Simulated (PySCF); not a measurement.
H₃NOSi, neutral, multiplicity 1. Atoms are numbered in the order given.

```xyz
6

Si     0.6423    -0.0608     0.0000
O     -0.4218    -1.3330     0.0000
H     -1.3749    -1.1862     0.0000
N     -0.4015     1.3054     0.0000
H     -1.4139     1.3228     0.0000
H     -0.0191     2.2403     0.0000
```

Coordinates come from a r2SCAN-D4/def2-TZVP optimisation. Other conformers were not sampled.

Vertical ionisation energy (IE) and electron affinity (EA) in eV. Rows of orbital energies are one-electron estimates. Where ΔSCF, EOM or ADC give a negative EA the extra electron is unbound and the value depends on the basis.

```
level                                            IE     EA
---------------------------------------------  ----  -----
−ε(HOMO), −ε(LUMO), r2SCAN/def2-TZVPD (PySCF)  5.93   1.45
ADC(2)/aug-cc-pVDZ (PySCF)                     8.92  -0.55
```

Q: Beyond the first one, list the lowest photoelectron lines from ADC(2)/aug-cc-pVDZ (PySCF 2.14.0) with their pole strengths (two spins summed). (Estimate from the structure and the level; the computed values follow.)

A: 9.75 eV (1.74), 11.48 eV (1.72), 11.60 eV (1.72), 15.41 eV (1.71), 16.27 eV (1.73).
